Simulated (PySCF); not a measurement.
Löwdin shares of the frontier orbitals

Compound: Nb(NMe)(OSiH3)3, CH12NNbO3Si3 (singlet state).
Structure used (PBE0-D3(BJ)/def2-SVP), in Å, numbered top down from 1:
```xyz
21
CH12NNbO3Si3 angstrom
Nb    -0.018   -0.009   -0.516
N      0.071    0.083    1.226
C      0.145    0.153    2.639
H     -0.359   -0.709    3.111
H      1.194    0.156    2.986
H     -0.336    1.070    3.022
O      1.489    0.917   -1.226
Si     2.908    1.779   -1.107
H      3.091    2.592   -2.345
H      4.059    0.839   -0.961
H      2.862    2.688    0.078
O     -1.653    0.814   -1.049
Si    -3.101    1.559   -0.698
H     -4.208    0.843   -1.398
H     -3.059    2.976   -1.164
H     -3.350    1.532    0.775
O      0.005   -1.855   -0.994
Si     0.016   -3.484   -0.651
H      1.094   -4.147   -1.442
H     -1.303   -4.078   -1.019
H      0.266   -3.703    0.806
```

Level of theory: PySCF, TDDFT PBE0/def2-SVPD, vertical, gas phase, core orbitals frozen in the response, def2 core potentials past Kr. Spin–orbit coupling is left out.

Kohn–Sham orbitals with the atoms that hold most of them (Löwdin shares over 4%, at most four atoms):

```csv
orbital,ε (eV),atoms
LUMO+2,-0.51,"Nb1 30%, Si13 8%, Si18 8%, Si8 8%"
LUMO+1,-0.65,"Nb1 61%, O12 10%, O17 8%, N2 6%"
LUMO,-0.68,"Nb1 60%, O7 11%, O17 7%, N2 6%"
HOMO,-7.40,"N2 48%, Nb1 18%, C3 11%, O7 7%"
HOMO-1,-7.41,"N2 48%, Nb1 18%, C3 11%, O12 8%"
HOMO-2,-8.71,"O7 16%, O12 16%, O17 14%, Si8 8%"
HOMO-3,-8.80,"O12 14%, O17 13%, O7 12%, Si13 9%"
```

**Question.** How does S1 compare with the orbital gap of 6.71 eV?

**Answer.** S1 is at 4.88 eV (f = 0.0000), 1.83 eV below the gap, made of HOMO→LUMO (53%), HOMO-1→LUMO+1 (41%). 

For S1 the Löwdin share of niobium is 18% in HOMO and 60% in LUMO.

Next come S2 at 5.09 eV (f 0.0030), HOMO-1→LUMO (46%), HOMO→LUMO+1 (44%); S3 at 5.09 eV (f 0.0039), HOMO-1→LUMO+1 (51%), HOMO→LUMO (39%); S4 at 5.29 eV (f 0.022), HOMO→LUMO+1 (42%), HOMO-1→LUMO (40%); S5 at 5.69 eV (f 0.0068), HOMO→LUMO+2 (89%).

Orbitals of the list HOMO-3 to LUMO+2 that lie within 0.01 eV of each other are written together with a slash and their weights summed (≥ marks a lower bound); for degenerate orbitals outside that list single weights are arbitrary.

Löwdin shares depend on the basis, the more so with diffuse functions.
